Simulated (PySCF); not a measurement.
Isomers of C3H11PSi2, from PBE0-D3(BJ)/def2-SVP geometry optimisation, gas phase in PySCF 2.14.0. One conformer each, no zero-point energy, no frequencies.

**Question.** Which is lower in electronic energy at this level?
A. `[PH2:1][SiH2:2][SiH2:3][CH:4]1[CH2:5][CH2:6]1` with H–P1–Si2–Si3 67° and 161°, P1–Si2–Si3–C4 164°, Si2–Si3–C4–C5 29°: A = 4374, B = 764.8, C = 707.0 MHz, dipole 1.45 D
B. `[CH2:1]=[C:2]([CH3:3])[SiH2:4][PH:5][SiH3:6]` with C1–C2–Si4–P5 118°, C2–Si4–P5–Si6 -58°: A = 2263, B = 1219, C = 1041 MHz, dipole 0.98 D

**Answer.** B. That is `C=C(C)[SiH2]P[SiH3]`, 8.3 kcal/mol below the other.

| SMILES | mapped SMILES | E (Eh) | relative (kcal/mol) | relative (kJ/mol) | dipole (D) |
| --- | --- | --- | --- | --- | --- |
| C=C(C)[SiH2]P[SiH3] | [CH2:1]=[C:2]([CH3:3])[SiH2:4][PH:5][SiH3:6] | -1040.38209 | 0.0 | 0.0 | 0.98 |
| P[SiH2][SiH2]C1CC1 | [PH2:1][SiH2:2][SiH2:3][CH:4]1[CH2:5][CH2:6]1 | -1040.36892 | 8.3 | 34.6 | 1.45 |

As drawn, the lower has a C=C bond outside aromatic rings, which the higher lacks; the higher has a three-membered ring and an Si–Si bond, which the lower lacks.
